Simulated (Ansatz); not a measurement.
Cost and result up the ladder for FeSi17H24 (42 atoms). The state is a singlet with charge 0. Geometry: PBE-D4/def2-SVP.

| atom | x (Å) | y (Å) | z (Å) |
| --- | --- | --- | --- |
| Si1 | -0.7812 | -4.0121 | 0.7127 |
| Si2 | 1.4023 | -2.2287 | -2.4501 |
| Si3 | -2.4062 | 3.3572 | 0.9529 |
| Si4 | -0.5098 | 1.0725 | -2.8734 |
| Si5 | -1.1757 | -0.3835 | 0.1031 |
| Si6 | 2.2457 | -1.4638 | 1.1382 |
| Si7 | 1.2233 | 2.2347 | 1.1691 |
| Si8 | 3.0887 | 1.1453 | -1.5696 |
| Si9 | -2.2529 | -2.2139 | 1.1244 |
| Si10 | -2.8818 | 1.2195 | 1.4798 |
| Si11 | -0.6417 | -1.1282 | -2.0979 |
| Si12 | 1.3904 | -3.6252 | 1.5527 |
| Si13 | 2.9693 | -1.1534 | -1.0758 |
| Si14 | -1.9868 | 2.2959 | -1.5445 |
| Si15 | -0.4612 | 3.6589 | 2.1545 |
| Si16 | 0.9438 | 2.1239 | -1.3257 |
| Si17 | 0.5534 | 0.0557 | 1.7119 |
| Fe18 | -0.8027 | 1.7724 | 0.4296 |
| H19 | -1.2994 | -5.2787 | 1.3517 |
| H20 | -0.7286 | -4.2386 | -0.7766 |
| H21 | 1.7878 | -2.0986 | -3.9037 |
| H22 | 1.3463 | -3.6964 | -2.1084 |
| H23 | -3.0775 | 4.5333 | 0.2926 |
| H24 | -0.2247 | 1.3390 | -4.3356 |
| H25 | 3.4030 | -1.2250 | 2.0815 |
| H26 | 2.6120 | 2.7878 | 1.3482 |
| H27 | 3.4971 | 1.3116 | -3.0145 |
| H28 | 4.1595 | 1.7715 | -0.7064 |
| H29 | -3.5747 | -2.5030 | 0.4546 |
| H30 | -2.4892 | -2.0445 | 2.6037 |
| H31 | -4.0580 | 0.6047 | 0.7708 |
| H32 | -2.8458 | 0.7990 | 2.9250 |
| H33 | -1.8003 | -1.8905 | -2.6998 |
| H34 | 2.3391 | -4.6665 | 1.0091 |
| H35 | 1.3210 | -3.8031 | 3.0509 |
| H36 | 4.3242 | -1.8104 | -1.2046 |
| H37 | -3.4533 | 1.9084 | -1.5866 |
| H38 | -1.9179 | 3.7096 | -2.0912 |
| H39 | 0.1430 | 5.0280 | 1.9732 |
| H40 | -0.5591 | 3.3039 | 3.6132 |
| H41 | 1.1079 | 3.5632 | -1.7657 |
| H42 | 0.0708 | -0.1318 | 3.1269 |

Ansatz on 2 threads of AMD EPYC 7R13 on a shared host and a share (18 GiB) of an NVIDIA H100 80GB HBM3. Times are rough, and most runs start from the orbitals of an earlier one. No level here is sound enough to serve as a yardstick. Binding counts from free atoms at the same level (Si triplet, Fe quintet, H doublet; other spins of the atoms weren't run), without zero-point energy or a counterpoise term.

The 6-31G sets use Cartesian d functions. B3LYP takes the VWN-RPA correlation. Single mean-field runs in def2-SVP, def2-TZVP are fitted with def2-universal-jkfit.

Run but left out: HF/STO-3G, HF/6-31G, HF/def2-TZVP (restricted singlet, unstable in another Hartree–Fock run and untested here); MP2/def2-SVP (restricted singlet, unstable towards broken spin symmetry).

```
                              level  functions  wall time  binding energy per atom (eV)                        remarks
                   PBE0-D4/def2-SVP        457        7 s                          3.18  restricted SCF unstable in HF
                    PBE-D4/def2-SVP        457      7.5 s                          3.26  restricted SCF unstable in HF
                     B3LYP-D4/6-31G        298        9 s                          2.84  restricted SCF unstable in HF
                revPBE-D4/def2-TZVP        818       11 s                          3.20  restricted SCF unstable in HF
                   PBE-D4/def2-TZVP        818       12 s                          3.25  restricted SCF unstable in HF
LDA (SPW92)/def2-TZVP (with forces)        818       13 s                          3.64  restricted SCF unstable in HF
    PBE0-D4/def2-TZVP (with forces)        818       17 s                          3.19  restricted SCF unstable in HF
                r2SCAN-D4/def2-TZVP        818       17 s                          3.24  restricted SCF unstable in HF
```
